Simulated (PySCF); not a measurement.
Compound: 1,1,1,3,3-pentafluoropropane, C3H3F5.
Geometry (PBE0-D3(BJ)/def2-SVP, Å), atoms numbered from 1 in this order:
```
atom  x, y, z in Å
F1     1.349    1.085    1.672
C2     1.013    0.124    0.785
F3     2.031   -0.012   -0.088
C4    -0.247    0.544    0.064
C5    -0.845   -0.536   -0.801
F6    -1.974   -0.114   -1.371
F7    -1.139   -1.622   -0.073
F8    -0.017   -0.920   -1.771
H9     0.893   -0.829    1.329
H10   -0.024    1.420   -0.562
H11   -1.001    0.834    0.809
```

Computed with PBE0-D3(BJ)/def2-SVP geometry optimisation, gas phase (PySCF).

Masses are those of the commonest isotopes; rigid-rotor values at the optimised geometry. The values belong to one conformer with, in the numbering `[F:1][CH:2]([F:3])[CH2:4][C:5]([F:6])([F:7])[F:8]`, F1–C2–C4–C5 -171°.

Q: What are A, B and C (cm⁻¹)?

A: Ia = 135.78, Ib = 402.61, Ic = 439.80 u·Å²; 505379 MHz·u·Å²/I gives 3722, 1255 and 1149 MHz, that is A = 0.12415, B = 0.04187, C = 0.03833 cm⁻¹.

Q: Classify the top.

A: A near-prolate asymmetric top; Ray's κ = -0.917.

Q: What does the inertial defect say?

A: Not planar: Δ = Ic − Ia − Ib = -98.59 u·Å². For a rigid frame Δ = −2 Σ m c², so Σ m c² = 49.29 u·Å² lies off the ab plane: 4.43 from hydrogen and 44.87 from heavier atoms. The atom farthest from that plane is 1.56 Å away.

Q: Which types of transition are allowed, and where do some lines up to J = 2 fall?

A: The dipole components are |μa| = 0.09 D, |μb| = 1.40 D, |μc| = 0.01 D. The squared components, which scale the intensities, stand as 0.00 : 1.00 : 0.00 (a : b : c). Some lines, for components of 0.1 D or more:

```csv
type,branch,"J(Ka,Kc)",MHz,lower level (cm⁻¹)
b,R,"2(0,2) ← 1(1,1)",2339,0.162
b,Q,"1(1,0) ← 1(0,1)",2573,0.080
b,Q,"2(1,1) ← 2(0,2)",2682,0.240
b,R,"1(1,1) ← 0(0,0)",4871,0.000
b,R,"2(1,2) ← 1(0,1)",7169,0.080
b,Q,"2(2,0) ← 2(1,1)",7404,0.330
b,Q,"2(2,1) ← 2(1,2)",7719,0.319
b,R,"2(2,1) ← 1(1,0)",12315,0.166
b,R,"2(2,0) ← 1(1,1)",12425,0.162
```

Q: Estimate the classical rotational partition function at 10 K, 100 K and 500 K.

A: Point group C1, symmetry number σ = 1; q = (√π/σ)·√((kT/h)³/(ABC)), k/h = 20836.6 MHz/K: 2300 at 10 K, 72800 at 100 K, 813000 at 500 K.

Stationary, but not proved a minimum. No vibrational averaging or centrifugal distortion is included, and the geometry carries the error of its method.
